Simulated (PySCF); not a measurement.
Geometry:
| atom | x (Å) | y (Å) | z (Å) |
| --- | --- | --- | --- |
| C1 | -1.909 | -0.498 | 0.127 |
| C2 | -0.966 | -0.137 | -1.018 |
| Si3 | 0.832 | 0.114 | -0.429 |
| P4 | 1.437 | -1.706 | 0.748 |
| C5 | 0.920 | 1.552 | 0.838 |
| Cl6 | 0.147 | 3.010 | 0.167 |
| H7 | -1.982 | 0.323 | 0.836 |
| H8 | -2.908 | -0.710 | -0.250 |
| H9 | -1.548 | -1.380 | 0.655 |
| H10 | -1.321 | 0.770 | -1.506 |
| H11 | -0.993 | -0.928 | -1.768 |
| H12 | 1.699 | 0.476 | -1.563 |
| H13 | 2.797 | -1.476 | 0.652 |
| H14 | 1.440 | -2.548 | -0.349 |
| H15 | 0.402 | 1.318 | 1.766 |
| H16 | 1.944 | 1.827 | 1.080 |

Geometry: GFN2-xTB; GIAO absolute shieldings from PySCF 2.14.0 with density-fitted response routines, gas phase, non-relativistic, averaged over equivalent atoms.

At PBE0/pcSseg-1 (173 basis functions, 38 s wall time on 1 thread of an Arm Neoverse N1, shared host):
```tsv
atoms	σ (ppm)
C5	155.2
C1	177.8
C2	180.0
Si3	362.4
P4	629.0
Cl6	931.5
H12	26.83
H15	28.67
H16	28.68
H10	30.30
H7/H8/H9	30.61
H13/H14	30.79
H11	31.14
```

Predict the values at KT2/pcSseg-1 on the same geometry.

## Answers


```tsv
atoms	σ at KT2/pcSseg-1	change
C5	153.1	-2.1
C1	175.7	-2.1
C2	176.6	-3.4
Si3	374.1	+11.7
P4	634.9	+5.9
Cl6	912.3	-19.2
H12	26.61	-0.22
H15	28.42	-0.25
H16	28.44	-0.24
H10	30.04	-0.26
H7/H8/H9	30.48	-0.13
H13/H14	30.70	-0.09
H11	30.94	-0.20
```

The largest change is at Cl6 (chlorine bonded to C). Cost: 173 basis functions, 65 s wall time on 1 thread of an Arm Neoverse N1, shared host. The order of the carbon signals is the same at both levels.

Carbons that carry Cl, above all several Cl atoms, come out too deshielded, partly because spin–orbit coupling is missing.
